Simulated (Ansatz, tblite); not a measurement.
Spin states of the cluster Si₃Te (the lowest singlet isomer of a short search), each relaxed with PBE-D4/def2-SVP in Ansatz. Electronic energies in the gas phase.

In the def2 sets Te takes a core potential; there is no spin–orbit coupling. The xTB rows come from tblite. Correlated methods freeze 19 core orbitals; core or outer-core shells of Te are correlated, in sets that lack core-valence functions. In CCSD on the charge 0 quintet the largest single amplitude is 0.18, so its Hartree–Fock determinant may place the open shell otherwise than the density functionals do. The structure comes from a short search, and lower isomers may exist.

Singlet geometry (C2v within 0.1 Å):

Cartesian coordinates in Å:
```
Si -0.3955 -1.6083 -1.1373
Si 0.8121 -0.6981 0.5772
Si -0.8408 0.5826 -0.6589
Te 0.4242 1.7238 1.2191
```

Triplet geometry (Cs within 0.1 Å):

| atom | x (Å) | y (Å) | z (Å) |
| --- | --- | --- | --- |
| Si1 | 1.261 | 1.173 | 0.737 |
| Si2 | 0.885 | -1.067 | 0.157 |
| Si3 | -0.501 | 1.026 | -0.802 |
| Te4 | -1.646 | -1.132 | -0.092 |

Quintet geometry (C2v within 0.1 Å):

```xyz
4

Si    1.471   -0.062   -0.640
Si   -0.457    1.110   -1.331
Si    0.583   -1.115    1.277
Te   -1.597    0.068    0.695
```

⟨S²⟩: triplet 2.03 at PBE0-D4/def2-TZVP (pure 2.00), quintet 6.01 at PBE0-D4/def2-TZVP (pure 6.00).

Run but left out: HF/def2-TZVP, HF/def2-TZVPP (singlet: restricted singlet, unstable towards broken spin symmetry); MP2/def2-TZVP, MP2/def2-TZVPP (triplet: ⟨S²⟩ 2.20, where a pure state has 2.00).

Only these spin states were relaxed. The triplet has other bonds than the singlet, so the gap mixes isomer and spin. The quintet has other bonds than the singlet, so the gap mixes isomer and spin.

(1) Estimate which spin state lies lowest at each of these levels, and by how much: GFN1-xTB; GFN2-xTB; PBE-D4/def2-TZVP; r2SCAN-D4/def2-TZVP; PBE0-D4/def2-TZVP; BHLYP-D4/def2-TZVP; ωB97M-V/def2-TZVP; CCSD/def2-TZVPP; CCSD(T)/def2-TZVPP.

Results:

(1) 
| level | triplet − singlet (kcal/mol) | quintet − singlet (kcal/mol) | lowest of these | remarks |
| --- | --- | --- | --- | --- |
| GFN1-xTB | 17.8 | 48.9 | singlet | – |
| GFN2-xTB | 8.8 | 33.7 | singlet | – |
| PBE-D4/def2-TZVP | 14.0 | 44.1 | singlet | – |
| r2SCAN-D4/def2-TZVP | 13.0 | 41.9 | singlet | – |
| PBE0-D4/def2-TZVP | 13.0 | 42.7 | singlet | – |
| BHLYP-D4/def2-TZVP | 11.0 | 40.7 | singlet | – |
| ωB97M-V/def2-TZVP | 16.6 | 50.8 | singlet | – |
| CCSD/def2-TZVPP | 14.9 | 44.7 | singlet | restricted SCF unstable (singlet), spin-contaminated (⟨S²⟩ 2.20) (triplet) |
| CCSD(T)/def2-TZVPP | 17.4 | 47.5 | singlet | restricted SCF unstable (singlet), spin-contaminated (⟨S²⟩ 2.20) (triplet) |

Change of the quintet − singlet gap on mixing in exact exchange, in kcal/mol: PBE to PBE0 (25 % exact exchange) -1.5. The xTB methods have no spin-polarisation term.
